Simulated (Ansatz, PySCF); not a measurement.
Reaction R1 + R2 → P1, each structure at its B3LYP-D3(BJ)/def2-TZVP stationary point, reached from a drawn start (curvature not checked).
P1, Cl4Pb (SMILES [Cl][Pb]([Cl])([Cl])[Cl]) (charge 0, multiplicity 1, Z-matrix in Å and degrees):
```
Pb
Cl 1 2.4058
Cl 1 2.4058 2 109.47
Cl 1 2.4058 2 109.47 3 -120.00
Cl 1 2.4058 2 109.47 4 -120.00
```
R1, Cl2Pb (SMILES [Cl][Pb][Cl]) (charge 0, multiplicity 1):
| atom | x (Å) | y (Å) | z (Å) |
|---|---|---|---|
| Pb | 0.0000 | 0.0000 | -1.0692 |
| Cl | 1.8948 | 0.0000 | 0.5346 |
| Cl | -1.8948 | 0.0000 | 0.5346 |
R2: Cl2 (SMILES ClCl), charge 0, multiplicity 1.

P less R. No zero-point or thermal terms; no spin–orbit coupling.

Cores are frozen in the correlated methods. In cc and def2 sets filled d and f shells under p-block atoms count as core. CBS(a, b) extrapolates the correlation energy as X⁻³ and adds the Hartree–Fock energy of set b.

Programs: Ansatz (Gaussian orbitals); PySCF for the D3/D4 terms. Each number belongs to the level named beside it. Elements past Kr take the def2 small-core potentials, without spin–orbit coupling.

### Question
What reaction energy does MP2/CBS(def2-TZVPP, def2-QZVPP) give?

### Answer
-1.49 eV

### Question
Predict the reaction energy from SCS-MP2/def2-TZVPP.

### Answer
-1.39 eV

### Question
Give the reaction energy at the level CAM-B3LYP-D3(BJ)/def2-TZVPP.

### Answer
-1.14 eV

Ansatz is a program for electronic structure.
